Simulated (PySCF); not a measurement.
These 2 structures share the formula C2H4OSSi. Theory: PBE0-D3(BJ)/def2-SVP geometry optimisation, gas phase in PySCF 2.14.0. One conformer each; no zero-point energy, no entropy. No frequencies were run at this level. Point groups hold within 0.08 Å.

Question: Rank from lowest to highest electronic energy at this level (kcal/mol).
A. `[SiH3:1][O:2][CH:3]=[C:4]=[S:5]` with Si1–O2–C3–C4 0°
B. `[CH:1]#[C:2][Si@H:3]([OH:4])[SH:5]` with C2–Si3–O4–H -57°, C2–Si3–S5–H 31°

Answer: B (0.0), A (34.6).

As drawn, the lower has a C≡C bond, an O–H bond and an S–H bond, which the higher lacks; the higher has cumulated double bonds, a C=S bond and a C=C bond outside aromatic rings, which the lower lacks.

| SMILES | E (Eh) | E rel (kcal/mol) | dipole (D) | point group | A, B, C (MHz) |
| --- | --- | --- | --- | --- | --- |
| C#C[Si@H](O)S | -840.77336 | 0.0 | 2.68 | C1 | 3979, 2303, 1592 |
| [SiH3]OC=C=S | -840.71815 | 34.6 | 0.61 | Cs | 7478, 1541, 1297 |
